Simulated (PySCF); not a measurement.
# Relaxation of doublet SeI3

All numbers come from UPBE0 in PySCF with Se def2-SVP, I def2-SVP with ECP28; scalar-relativistic core potentials, no spin–orbit coupling; density-fitted integrals. A (50,194) grid was used.

A hand-made T-shaped start, of C2v symmetry, held to at least that symmetry:

```xyz
4
charge 0 multiplicity 2, angstrom
Se    0.0000    0.0000   -0.7339
I     0.0000    0.0000    1.7561
I     2.4885    0.0000   -0.6470
I    -2.4885    0.0000   -0.6470
```

(1) What forces act on the atoms at the start (eV/Å)?

(2) What does it relax to?

(3) How much energy is released, and in how many steps?

Answers

(1) 
```
atom     Fx    Fy     Fz
 Se1   0.00  0.00  -0.13
  I2   0.00  0.00   1.26
  I3   3.05  0.00  -0.57
  I4  -3.05  0.00  -0.57
```

(2) It ends at C2v with Se–I 2.536 Å, Se–I 2.714 Å (×2); I–Se–I 101.6° (×2), I–Se–I 156.8°. A frequency run shows 1 imaginary mode, down to 137i cm⁻¹, so it is a saddle point. Other isomers or separated fragments may lie lower.

(3) 85.9 kJ/mol in 9 steps.

With an element this heavy the missing spin–orbit coupling can shift these numbers.
